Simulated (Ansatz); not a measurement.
The first iterations of a band of C₂H₁₁AlBNSi (17 atoms, charge 0, multiplicity 1).

The calculation used RKS B3LYP-D4/6-31G* (Ansatz).

```yaml
movable_images: 9
climbing_image: yes
spring: 20.0 eV/Å²
optimiser: quadratic models (default)
start_path: IDPP
force_threshold: 0.03 eV/Å
iteration_limit: 30
end_points: relaxed
```

Image 0:

```xyz
17
Properties=species:S:1:pos:R:3
B -1.971 -1.997 -0.197
Al -0.153 -0.886 -0.127
Si 2.096 -1.875 -0.342
N -0.242 0.893 0.125
C 0.896 1.794 0.233
C -1.505 1.603 0.263
H -2.651 -2.083 -1.183
H -2.383 -2.623 0.740
H 2.532 -2.542 0.923
H 3.160 -0.881 -0.681
H 2.147 -2.928 -1.402
H 0.919 2.298 1.213
H 1.836 1.249 0.111
H 0.858 2.580 -0.538
H -1.589 2.096 1.246
H -2.352 0.915 0.162
H -1.615 2.385 -0.506
```

Image 10:

```xyz
17
Properties=species:S:1:pos:R:3
B -1.962 -2.007 -0.083
Al -0.147 -0.888 -0.093
Si 2.099 -1.881 -0.328
N -0.242 0.897 0.100
C 0.890 1.809 0.159
C -1.508 1.604 0.238
H -2.341 -2.617 0.878
H -2.675 -2.112 -1.044
H 2.504 -2.632 0.900
H 3.180 -0.881 -0.585
H 2.158 -2.866 -1.450
H 0.926 2.347 1.120
H 1.833 1.266 0.042
H 0.835 2.568 -0.638
H -1.581 2.125 1.206
H -2.352 0.907 0.169
H -1.634 2.361 -0.552
```

| iteration | highest image above the first end (eV) | largest band force component (eV/Å) |
| --- | --- | --- |
| 1 | 0.252 | 0.996 |
| 2 | 0.051 | 0.223 |

**Question.** Does the band converge within its limit, and where does its top end?

**Answer.** The run converged. It ended after 6 iterations with the highest image 0.019 eV above the first end. Another band between the same ends (9 images) ends at a top of the same energy, where a vibrational analysis finds 1 clearly imaginary mode.

Time of the run: 5.2 min on 2 threads of Arm Neoverse V1, with other jobs on the host, peak memory 0.32 GiB.
